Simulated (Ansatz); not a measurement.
`O/C(F)=[CH]\[GeH3]` + `[NH2][GeH3]` → `[GeH3][NH][GeH3]` + `C=C(O)F` at 298.15 K and 1 bar (ligand exchange at a Ge–C bond).

Calculated with Ansatz (gas phase, PBE0-D4/def2-TZVP geometries, no zero-point term in ΔE). CBS: MP2 limit from def2 TZ/QZ plus the TZ coupled-cluster correction, frozen cores. For Ge outer-core shells are correlated without core-valence functions, which leaves a few kJ/mol of doubt a bond. Scalar relativity is left out up to krypton. Each species was taken in one conformer, which may not be the lowest.

| species | CCSD(T)/CBS energy (Eh) | H − E (kJ/mol) | S (J/(mol·K)) |
| --- | --- | --- | --- |
| `O/C(F)=[CH]\[GeH3]` | -2330.15381 | 185.0 | 360.7 |
| `[NH2][GeH3]` | -2133.81884 | 141.9 | 275.3 |
| `[GeH3][NH][GeH3]` | -4211.13400 | 183.9 | 351.8 |
| `C=C(O)F` | -252.84296 | 141.8 | 284.3 |

H − E and S are ideal-gas, rigid-rotor, harmonic terms from PBE0-D4/def2-TZVP, for one conformer and one mirror image of each species. 1 Eh = 2625.50 kJ/mol, R = 8.31446 J/(mol·K).

Problem. By hand: ΔE, ΔH, ΔS and ΔG.

Solution. ΔE = (-4211.13400) + (-252.84296) − (-2330.15381) − (-2133.81884) = -0.00431 Eh = -11.3 kJ/mol. Δ(H − E) = 183.9 + 141.8 − 185.0 − 141.9 = -1.2, so ΔH = -12.5 kJ/mol. ΔS = 351.8 + 284.3 − 360.7 − 275.3 = 0.1 J/(mol·K). ΔG = -12.5 − 298.15 × (0.1)/1000 = -12.5 kJ/mol.

Problem. By hand: the equilibrium constant, and the temperature at which ΔG would vanish if ΔH and ΔS stayed fixed.

Solution. log₁₀ K = −ΔG/(RT ln 10) = 2.2. ΔH and −TΔS have one sign here, so there is no such temperature. One of them is within its doubt of zero, so this could turn.

The number of gas molecules stays the same, so ΔS is small and ΔH decides. A doubt of 5 kJ/mol in ΔE shifts log₁₀ K by 0.9 here. Other conformers and mirror images would add mixing entropy, several J/(mol·K) or more a flexible species. Modes under 60 cm⁻¹, often nearly free rotors, make the harmonic entropy too high. These are equilibria of isolated gas molecules and say nothing of rates. Largest T1 diagnostic: 0.012 (customary marks: 0.02 for closed shells, 0.045 for open ones).
